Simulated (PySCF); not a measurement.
Job file and geometry (Å, from PBE0-D3(BJ)/def2-SVP) of an NMR shielding run on SMILES C1([BH2-][n+]2ccccc2)CCC1, C9H14BN, GIAO PBE0/pcSseg-1 NMR shielding, non-relativistic, gas phase (PySCF); density fitting, a coarse starting grid and PySCF grid level 2 are the driver's defaults:

```
$ OMP_NUM_THREADS=1 python probes_run.py task.json out

{"job": {"kind": "nmr", "xc": "PBE0", "basis": "pcSseg-1"}, "charge": 0, "multiplicity": 1}
B     -0.823293     0.983820    -1.735795
C     -1.850267     0.963123    -0.488554
C     -3.363228     1.077580    -0.794133
C     -3.642624     0.064392     0.330333
C     -2.164273    -0.361173     0.257107
N      0.629893     0.660977    -1.135815
C      1.060743    -0.604443    -1.049932
C      2.264084    -0.930753    -0.439571
C      3.047150     0.088659     0.094866
C      2.592090     1.402276    -0.000997
C      1.378128     1.648512    -0.624213
H     -1.057056     0.084620    -2.541834
H     -0.730899     2.087086    -2.268827
H     -1.581307     1.732236     0.261955
H     -3.598240     0.659772    -1.786674
H     -3.830706     2.072304    -0.722561
H     -4.413023    -0.705277     0.160724
H     -3.866343     0.570872     1.282991
H     -2.031735    -1.234441    -0.404944
H     -1.642962    -0.568311     1.206682
H      0.401506    -1.350380    -1.495820
H      2.577564    -1.974666    -0.392375
H      4.001073    -0.136093     0.577001
H      3.171091     2.236136     0.398727
H      0.963815     2.651704    -0.738301
```

Problem. What does the program print?

Solution. 
```
coarse grid: 20608 points
cycle   1  E = -430.2392971001  dE =  1.609e+00  |g| = 5.084e-01  |ddm| = 4.516e+00
cycle   2  E = -430.1852482570  dE =  5.405e-02  |g| = 6.858e-01  |ddm| = 1.455e+00
cycle   3  E = -430.3183596865  dE = -1.331e-01  |g| = 9.914e-02  |ddm| = 8.910e-01
cycle   4  E = -430.3206876331  dE = -2.328e-03  |g| = 2.731e-02  |ddm| = 1.183e-01
cycle   5  E = -430.3208826304  dE = -1.950e-04  |g| = 7.062e-03  |ddm| = 3.020e-02
cycle   6  E = -430.3208924946  dE = -9.864e-06  |g| = 2.827e-03  |ddm| = 7.925e-03
final grid: 198280 points
cycle   7  E = -430.3845756806  dE = -5.963e-05  |g| = 1.137e-02  |ddm| = 5.159e-02
cycle   8  E = -430.3845512494  dE =  2.443e-05  |g| = 1.545e-02  |ddm| = 2.513e-02
cycle   9  E = -430.3846085595  dE = -5.731e-05  |g| = 1.825e-03  |ddm| = 1.416e-02
cycle  10  E = -430.3846092930  dE = -7.335e-07  |g| = 5.725e-04  |ddm| = 1.795e-03
cycle  11  E = -430.3846093671  dE = -7.415e-08  |g| = 1.627e-04  |ddm| = 5.973e-04
cycle  12  E = -430.3846093739  dE = -6.781e-09  |g| = 4.224e-05  |ddm| = 1.955e-04
cycle  13  E = -430.3846093743  dE = -4.160e-10  |g| = 1.508e-05  |ddm| = 4.968e-05
converged SCF energy = -430.3846093743

GIAO shielding tensors (ppm)
atom      isotropic    diamagn.    paramagn.     s11        s22        s33       span
  0 B      105.589     185.956     -80.367     91.765     98.548    126.453     34.688
  1 C      144.531     245.880    -101.349    128.577    137.440    167.576     39.000
  2 C      155.110     253.677     -98.568    139.616    151.674    174.039     34.423
  3 C      160.918     254.336     -93.418    148.658    162.773    171.323     22.666
  4 C      154.320     244.359     -90.039    139.543    151.255    172.162     32.618
  5 N      -32.813     334.006    -366.819   -195.819   -157.091    254.471    450.291
  6 C       31.471     252.803    -221.332    -72.022     23.881    142.553    214.576
  7 C       54.944     257.936    -202.992    -55.397     44.415    175.813    231.209
  8 C       41.175     254.268    -213.093    -73.921     14.786    182.661    256.582
  9 C       54.610     258.155    -203.545    -55.681     43.678    175.831    231.512
 10 C       31.131     250.056    -218.926    -70.197     19.630    143.958    214.155
 11 H       28.412      31.272      -2.860     26.003     28.600     30.631      4.628
 12 H       28.059      30.431      -2.372     25.175     29.430     29.573      4.398
 13 H       29.783      34.229      -4.445     26.679     30.341     32.330      5.651
 14 H       29.393      31.122      -1.729     26.815     28.305     33.059      6.245
 15 H       29.471      29.894      -0.422     26.020     26.425     35.970      9.950
 16 H       29.497      29.319       0.178     25.508     26.192     36.791     11.284
 17 H       29.402      30.873      -1.471     26.718     26.814     34.673      7.955
 18 H       29.694      32.984      -3.290     26.090     29.987     33.006      6.916
 19 H       30.052      33.156      -3.104     25.886     29.462     34.808      8.922
 20 H       22.371      33.190     -10.819     17.935     21.376     27.802      9.867
 21 H       23.897      30.857      -6.959     20.706     24.127     26.859      6.152
 22 H       23.454      28.928      -5.473     20.461     23.722     26.179      5.718
 23 H       23.865      29.291      -5.426     20.719     24.263     26.613      5.894
 24 H       22.465      31.176      -8.711     17.799     21.425     28.171     10.372
```

Problem. Turn these shieldings into chemical shifts. Shifts are taken against calculated references (same method and geometry level): 11B (σ = 100.73 ppm) against BF3·OEt2; 13C (σ = 184.41 ppm), 1H (σ = 31.27 ppm) against TMS; NH3 for 15N (σ = 265.67 ppm).

Solution. Averaging equivalent atoms: B 0: -4.9; C 6/10: 153.1; C 8: 143.2; C 7/9: 129.6; C 1: 39.9; C 2/4: 29.7; C 3: 23.5; N 5: 298.5; H 20/24: 8.85; H 22: 7.81; H 21/23: 7.39; H 11/12: 3.03; H 17: 1.87; H 16: 1.77; H 14/18: 1.72; H 15/19: 1.51; H 13: 1.48 ppm. Experimental scales use liquid or dissolved standards, which lie at an offset from isolated NH3 (liquid NH3: subtract about 20 ppm). Unscaled 15N shifts of sp2 nitrogen come out 20 to 40 ppm too high even then.

Size and cost of the density-fitted run: 257 basis functions, 57 s wall time on 1 thread of an Arm Neoverse V2, shared host; peak memory 1.3 GiB.
